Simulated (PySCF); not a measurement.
HGeO (SMILES [OH+]=[Ge]), charge +1, singlet, geometry from GFN2-xTB. Base run: HF/6-31G (PySCF).

The PySCF input:
```python
from pyscf import gto, scf

mol = gto.M(
    atom='''
O    -0.00000000   -0.00000000   -1.24787863
Ge    0.00000000    0.00000000    0.38151971
H    -0.00000000   -0.00000000   -2.22560177
''',
    basis='6-31g',
    charge=1,
    verbose=4,
)

mf = scf.RHF(mol)
mf.kernel()
mf.analyze()
```

The base run was repeated with changes; each row names its change, and settings that it needs were set with it.

```
change                                                                                                                  ΔE vs base (mEh)  fitting functions
----------------------------------------------------------------------------------------------------------------------  ----------------  -----------------
base                                                                                                                               0.000                  -
auxbasis = def2-universal-jkfit                                                                                                    0.131                361
auxbasis = even-tempered beta=3.0                                                                                                -10.799                240
auxbasis = cc-pvtz-ri                                                                                                                ___                ___
auxbasis = cc-pvqz-jkfit                                                                                                           0.143                375
auxbasis = def2-universal-jfit                                                                                                       ___                118
auxbasis = even-tempered beta=1.6                                                                                                  0.323                527
auxbasis = default (with mf = mf.density_fit())                                                                                    540.0                264
auxbasis = def2-svp-ri                                                                                                           -1396.1                189
exchange = seminumerical (SGX) (with mf = sgx.sgx_fit(mf, auxbasis='def2-universal-jfit'); with mf.with_df.dfj = True)               ___                118
```

Problem. Fill in the missing entries.

Solution. 
- auxbasis = cc-pvtz-ri, ΔE vs base (mEh): -2438.2
- auxbasis = cc-pvtz-ri, fitting functions: 277
- auxbasis = def2-universal-jfit, ΔE vs base (mEh): 18320.9
- exchange = seminumerical (SGX) (with mf = sgx.sgx_fit(mf, auxbasis='def2-universal-jfit'); with mf.with_df.dfj = True), ΔE vs base (mEh): -0.343

A fitting set is made for a task (jfit for Coulomb, jkfit for Coulomb and exchange, ri for correlation) and for a family of orbital bases.
